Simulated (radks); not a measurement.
Radial electron density D(r) = 4 pi r^2 rho(r) of an atom or ion with 42 electrons. Method: scalar-relativistic Kohn-Sham, BLYP, spin-polarised, spherical densities, point nucleus; computed with a radial shooting solver on a logarithmic mesh with Libxc functionals.

```
   r/bohr * D(r) (the largest magnitude, 65.7, reaches the edge; | marks zero)
 0.002137 |  *
 0.002468 |  *
  0.00285 |   *
 0.003318 |     *
 0.003832 |      *
 0.004425 |        *
 0.005111 |          *
 0.005902 |             *
 0.006871 |                *
 0.007936 |                   *
 0.009165 |                       *
  0.01058 |                           *
  0.01232 |                               *
  0.01423 |                                   *
  0.01643 |                                       *
  0.01898 |                                         *
  0.02192 |                                           *
  0.02552 |                                           *
  0.02947 |                                           *
  0.03403 |                                         *
  0.03931 |                                       *
  0.04576 |                                     *
  0.05285 |                                     *
  0.06103 |                                       *
  0.07048 |                                           *
   0.0814 |                                                *
  0.09476 |                                                    *
   0.1094 |                                                      *
   0.1264 |                                                    *
    0.146 |                                               *
   0.1699 |                                        *
   0.1962 |                                   *
   0.2266 |                                 *
   0.2617 |                                    *
   0.3023 |                                        *
   0.3519 |                                         *
   0.4064 |                                     *
   0.4694 |                              *
   0.5421 |                     *
    0.631 |             *
   0.7288 |         *
   0.8417 |         *
    0.972 |         *
    1.123 |        *
    1.307 |       *
    1.509 |     *
    1.743 |   *
    2.013 |  *
    2.343 | *
    2.706 |*
    3.126 |*
     3.61 |*
    4.169 *
    4.853 *
    5.605 *
    6.473 *
    7.475 *
    8.703 *
    10.05 *
    11.61 *
```

What is the nuclear charge?

Answer. Z = 42. The innermost maximum, from 1s, lies near gamma/Z bohr with gamma = sqrt(1 - (Z/c)^2) = 0.952, here 0.0227 bohr (found: 0.0247), and its height grows with Z. The density is that of neutral molybdenum in [Kr] 4d5 5s1; the configuration itself is not fixed sharply by these data, and Z only to a few units. D(r) has 4 maxima, at r = 0.0247, 0.109, 0.341, 0.996 bohr, and minima at 0.0496, 0.220, 0.848 bohr, inside which lie 2.03, 11.09, 29.34 electrons.
